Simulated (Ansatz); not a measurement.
System: TaF (charge 0, triplet). The spin state was set by rule; other spins were not relaxed. 
Structure (B3LYP-D3(BJ)/def2-TZVP (Ansatz, an electronic-structure program) minimum search):
```
Ta
F 1 1.8255
```
Charge 0, spin multiplicity 3.

Basis-set convergence of Hartree-Fock and CCSD(T) correlation energies (hartree) with Ansatz. Correlated levels leave the core frozen unless marked. UHF or UKS for open shells. Spin-orbit coupling is left out. The frozen core is the preceding noble-gas configuration, with the filled d and f shells of earlier blocks. In def2 rows, elements after Kr have scalar-relativistic effective core potentials.

The UHF reference is spin-contaminated (<S^2> 0.58 over the pure value in the largest basis). The T1 diagnostic of CCSD in the largest basis is 0.068, which is high, so the coupled-cluster rows are less sure than usual.

```csv
basis,functions,E(HF),"E(corr, CCSD(T))"
def2-SVP,46,-155.71486,-0.27859
def2-TZVPP,87,-155.85898,-0.36539
def2-QZVPP,138,-155.86508,-0.39381
```

Extrapolating the two largest sets (X = 3 and 4) as X^-3: E(corr) = (64·(-0.39381) - 27·(-0.36539))/37 = -0.4145 Eh, an estimate of the basis-set limit. The largest set recovers 95.0 % of it, the smallest 67.2 %.
